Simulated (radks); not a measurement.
Removal energies from the technetium ion Tc6+, [Kr] 4d1, by Delta-SCF beside the eigenvalue of the level emptied. Calculated with a radial shooting solver on a logarithmic mesh with Libxc functionals: non-relativistic Kohn-Sham, PBE, spin-polarised, spherical densities, point nucleus. Open shells are filled with parallel spins first.

[
 {"removed from": "4d", "final configuration": "[Kr]", "Delta-SCF (eV)": "89.743", "-eigenvalue (eV)": "81.545"},
 {"removed from": "4p", "final configuration": "[Ar] 3d10 4s2 4p5 4d1", "Delta-SCF (eV)": "131.96", "-eigenvalue (eV)": "122.74"},
 {"removed from": "4s", "final configuration": "[Ar] 3d10 4s1 4p6 4d1", "Delta-SCF (eV)": "158.47", "-eigenvalue (eV)": "148.78"},
 {"removed from": "3d", "final configuration": "[Ar] 3d9 4s2 4p6 4d1", "Delta-SCF (eV)": "360.69", "-eigenvalue (eV)": "339.26"}
]
